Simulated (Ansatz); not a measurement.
H₅N₂NbO₂, SMILES [NH2][Nb]([NH2])(=[O])[OH], multiplicity 1.

Geometry optimised at PBE0-D3(BJ)/def2-SVP. The multiplicity is an assumed one; no other spin state was optimised. The structure was generated by enumeration; whether it is a known compound was not checked. The def2 effective core potentials stand for the cores of Nb; spin–orbit coupling is left out. The values are those of a single conformer.

Two levels are set side by side: PBE/def2-SVPD (Ansatz, a program for electronic structure) and PBE0/def2-SVPD (Ansatz). Energy differences of separate SCF runs at the same geometry; the states with an electron removed or added have multiplicity 2 and 2. Differences are taken from unrounded values.

```json
[
 {"quantity": "vertical ionisation energy (eV)", "PBE0": "9.22", "PBE": "8.91", "PBE minus PBE0": "-0.31"},
 {"quantity": "vertical singlet–triplet gap (eV)", "PBE0": "4.87", "PBE": "4.75", "PBE minus PBE0": "-0.12"}
]
```
